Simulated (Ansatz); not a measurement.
Reactions of C4H4F2, SMILES `C=C(F)C=CF`.

Gas-phase electronic energies from Ansatz, PBE0-D4/def2-TZVP geometries. CBS: MP2 limit from def2 TZ/QZ plus the TZ coupled-cluster correction, frozen cores. This one scheme is used for every species. Double bonds are as drawn, so ΔE can hold a change between cis and trans. Functionals use def2-TZVPP. B3LYP here is the variant with VWN-RPA as its local correlation; programs differ in this. For Br outer-core shells are correlated without core-valence functions, which leaves a few kJ/mol of doubt a bond. Scalar relativity is left out up to krypton. One conformer a species, not always the lowest.

```
                                              reaction  B3LYP-D4 (eV)  MP2/CBS(def2) (eV)  CCSD(T)/CBS(def2) (eV)
`C=C(F)/C=C/F` + `[AlH3]` → `F/C=[CH]/[AlH2]` + `C=CF`          -0.30               -0.37                   -0.36
            `C=C(F)/C=C/F` + HBr → `C=C(F)Br` + `C=CF`           0.59                0.55                    0.57
             `C=C(F)/C=C/F` + H₂S → `F/C=C\S` + `C=CF`           0.41                0.38                    0.39
 `C=C(F)/C=C/F` + `O[SiH3]` → `C=C(F)O[SiH3]` + `C=CF`           0.34                0.45                    0.40
```

Largest T1 diagnostic: 0.013, for `F/C=C\S`.
